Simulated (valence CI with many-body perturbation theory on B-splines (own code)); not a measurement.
# E1 transitions of Sb XXXVIII

Calculated by relativistic CI+MBPT: four valence electrons over a frozen Dirac-Fock core [Ne], radial functions for each j: 11 s, 11 p, 10 d, 8 f, 5 g, 2 h, with the one-electron correlation potential Σ1, the two-electron term Σ2, the three-electron term Σ3, Breit, model QED; selected CI, second order for the rest, scaled by the run's own slope (own B-spline code, finite nucleus).

No measured spectrum was set against this ion. As an estimate, large intervals hold to a few tenths of a per cent, small ones and those within an open d or f shell to about a per cent. Among the levels kept, up to 680 cm⁻¹ of a level comes from second order outside the variational space, and about a tenth of that is noise between levels of different J, which matters for small intervals.

Lines 201 to 250 of 560 in falling wavelength, among levels below 575.51 eV, chosen from the strongest by gf and those to the six lowest levels. Wavelengths and rates use the calculated energies. Electric multipoles are in the length gauge, E1 and E2 with the static RPA response of the core. Weak lines are less certain than strong ones. Lines between different terms over intervals too small for the method are left out, as are lines whose strength nearly cancels. Where a level lies close to another of its J and parity, the split of strength between their lines is uncertain. The highest levels of a list are the least certain.

Levels are named by their leading jj configuration (3d3/2^4 stands for four electrons in 3d with j = 3/2), which in mixed levels can hold well under half, so a name can repeat and another be missing. Letters in brackets count levels of one name in rising energy.

```tsv
λ vac (Å)	Upper	Lower	A (s⁻¹)	S (a.u.)
74.32	(3s 3p1/2^2 3p3/2) J=1	(3s^2 3p1/2^2) J=0	5.75e+10	3.50e-02
74.23	(3s^2 3d3/2 3d5/2) J=3	(3s^2 3p3/2 3d5/2) J=2	1.59e+10	2.25e-02
74.19	(3p1/2 3p3/2^2 3d5/2) J=2 [a]	(3s 3p1/2 3p3/2 3d5/2) J=3 [d]	6.21e+10	6.26e-02
74.16	(3p1/2 3p3/2^2 3d5/2) J=2 [c]	(3s 3p1/2 3p3/2 3d5/2) J=2 [d]	7.61e+10	7.66e-02
74.10	(3s 3p1/2 3d5/2^2) J=4 [b]	(3s 3p1/2 3p3/2 3d5/2) J=4 [c]	7.51e+10	1.36e-01
74.07	(3p1/2 3p3/2^2 3d5/2) J=3 [a]	(3s 3p1/2 3p3/2 3d3/2) J=2 [e]	3.72e+10	5.22e-02
74.02	(3s^2 3d3/2 3d5/2) J=4	(3s^2 3p3/2 3d3/2) J=3	2.12e+11	3.82e-01
74.02	(3s 3p3/2^2 3d5/2) J=3 [a]	(3s^2 3p3/2 3d3/2) J=2	2.96e+10	4.15e-02
74.00	(3p1/2^2 3p3/2 3d5/2) J=2	(3s 3p1/2^2 3d5/2) J=2	5.48e+10	5.48e-02
73.96	(3s 3p1/2 3d3/2 3d5/2) J=1 [a]	(3s 3p1/2 3p3/2 3d3/2) J=2 [b]	3.40e+10	2.03e-02
73.86	(3p1/2 3p3/2^2 3d5/2) J=1 [a]	(3s 3p1/2 3p3/2 3d5/2) J=2 [b]	9.37e+10	5.59e-02
73.82	(3p1/2 3p3/2^2 3d3/2) J=3 [b]	(3s 3p1/2 3p3/2 3d5/2) J=3 [c]	3.22e+10	4.48e-02
73.82	(3s 3p1/2 3p3/2^2) J=1 [a]	(3s^2 3p1/2 3p3/2) J=2	9.82e+09	5.85e-03
73.75	(3p1/2 3p3/2^2 3d3/2) J=2 [b]	(3s 3p1/2 3p3/2 3d5/2) J=2 [b]	2.28e+10	2.25e-02
73.72	(3s 3p1/2 3d5/2^2) J=1 [b]	(3s 3p1/2 3p3/2 3d5/2) J=2 [c]	1.37e+11	8.14e-02
73.69	(3p1/2 3p3/2^2 3d5/2) J=4 [a]	(3s 3p1/2 3p3/2 3d5/2) J=5	2.89e+10	5.13e-02
73.68	(3s 3p3/2^2 3d5/2) J=1 [a]	(3s^2 3p3/2 3d3/2) J=1	2.95e+10	1.75e-02
73.55	(3p1/2 3p3/2^3) J=1	(3s 3p1/2 3p3/2^2) J=1 [b]	1.38e+11	8.14e-02
73.54	(3s 3p1/2 3p3/2 3d5/2) J=4 [b]	(3s 3p1/2 3p3/2^2) J=3	3.92e+10	6.92e-02
73.48	(3p1/2 3p3/2^3) J=2	(3s 3p1/2 3p3/2^2) J=2 [b]	1.84e+11	1.80e-01
73.44	(3p1/2 3p3/2^2 3d5/2) J=1 [b]	(3s 3p1/2 3p3/2 3d5/2) J=2 [d]	1.34e+11	7.88e-02
73.43	(3s^2 3d5/2^2) J=2	(3s^2 3p3/2 3d5/2) J=2	1.03e+11	1.00e-01
73.42	(3s 3p1/2 3d5/2^2) J=3	(3s 3p1/2 3p3/2 3d5/2) J=3 [b]	4.50e+10	6.15e-02
73.34	(3s 3p1/2 3d5/2^2) J=4 [a]	(3s 3p1/2 3p3/2 3d5/2) J=4 [a]	2.92e+10	5.12e-02
73.27	(3s 3p1/2 3d5/2^2) J=1 [b]	(3s 3p1/2 3p3/2 3d5/2) J=1 [c]	6.94e+10	4.04e-02
73.25	(3p1/2 3p3/2^2 3d3/2) J=0	(3s 3p1/2 3p3/2 3d3/2) J=1 [a]	9.38e+10	1.82e-02
73.18	(3p1/2 3p3/2^2 3d3/2) J=1 [b]	(3s 3p1/2 3p3/2 3d3/2) J=1 [d]	1.23e+11	7.12e-02
73.12	(3p1/2^2 3p3/2 3d5/2) J=4	(3s 3p1/2^2 3d5/2) J=3	5.16e+10	8.97e-02
73.09	(3s 3p1/2 3d3/2 3d5/2) J=2 [d]	(3s 3p1/2 3p3/2 3d5/2) J=3 [a]	2.14e+10	2.06e-02
73.07	(3s 3p1/2 3d3/2 3d5/2) J=2 [b]	(3s 3p1/2 3p3/2 3d3/2) J=2 [b]	3.68e+10	3.54e-02
73.07	(3s 3p3/2^2 3d5/2) J=2 [b]	(3s 3p3/2^3) J=2	2.87e+11	2.76e-01
73.02	(3s 3p1/2 3p3/2 3d5/2) J=2 [d]	(3s 3p1/2 3p3/2^2) J=1 [a]	2.08e+10	1.99e-02
72.99	(3s 3p3/2 3d3/2^2) J=3	(3s 3p1/2 3p3/2 3d3/2) J=2 [e]	1.69e+10	2.27e-02
72.95	(3s 3p1/2 3d3/2 3d5/2) J=4 [b]	(3s 3p1/2 3p3/2 3d3/2) J=3 [a]	2.01e+10	3.47e-02
72.90	(3p1/2 3p3/2^2 3d3/2) J=1 [c]	(3s 3p1/2 3p3/2 3d3/2) J=2 [e]	6.26e+10	3.59e-02
72.89	(3s 3p1/2 3p3/2 3d5/2) J=1 [c]	(3s^2 3p1/2 3d5/2) J=2	5.60e+10	3.21e-02
72.81	(3p1/2 3p3/2^2 3d3/2) J=3 [a]	(3s 3p1/2 3p3/2 3d3/2) J=2 [c]	4.81e+10	6.42e-02
72.81	(3s^2 3d3/2 3d5/2) J=4	(3s^2 3p3/2 3d5/2) J=4	4.40e+10	7.55e-02
72.72	(3p1/2 3p3/2^2 3d3/2) J=2 [b]	(3s 3p1/2 3p3/2 3d3/2) J=1 [c]	5.10e+10	4.84e-02
72.69	(3s 3p1/2 3p3/2 3d5/2) J=2 [c]	(3s^2 3p1/2 3d5/2) J=3	2.18e+10	2.07e-02
72.68	(3s 3p1/2 3p3/2 3d3/2) J=2 [e]	(3s^2 3p1/2 3d3/2) J=1	1.28e+11	1.21e-01
72.66	(3s 3p1/2 3p3/2 3d3/2) J=2 [b]	(3s 3p1/2^2 3p3/2) J=1	4.64e+10	4.39e-02
72.63	(3p1/2 3p3/2^2 3d5/2) J=3 [a]	(3s 3p1/2 3p3/2 3d5/2) J=3 [d]	1.97e+10	2.61e-02
72.62	(3s 3p1/2 3d3/2 3d5/2) J=2 [b]	(3s 3p1/2 3p3/2 3d3/2) J=3 [a]	4.47e+10	4.22e-02
72.58	(3s 3p1/2 3p3/2 3d5/2) J=3 [c]	(3s 3p1/2 3p3/2^2) J=3	3.55e+10	4.69e-02
72.54	(3s 3p1/2 3d3/2 3d5/2) J=3 [b]	(3s 3p1/2 3p3/2 3d3/2) J=3 [a]	6.12e+10	8.07e-02
72.53	(3s 3p1/2 3p3/2 3d5/2) J=3 [e]	(3s^2 3p1/2 3d5/2) J=3	1.19e+11	1.57e-01
72.48	(3p1/2 3p3/2^2 3d5/2) J=2 [b]	(3s 3p1/2 3p3/2 3d5/2) J=3 [e]	2.32e+10	2.18e-02
72.45	(3s 3p3/2^2 3d3/2) J=1 [b]	(3s^2 3p3/2 3d5/2) J=2	3.40e+10	1.91e-02
72.38	(3s 3p1/2 3d3/2 3d5/2) J=1 [a]	(3s 3p1/2 3p3/2 3d3/2) J=1 [a]	3.66e+10	2.06e-02
```
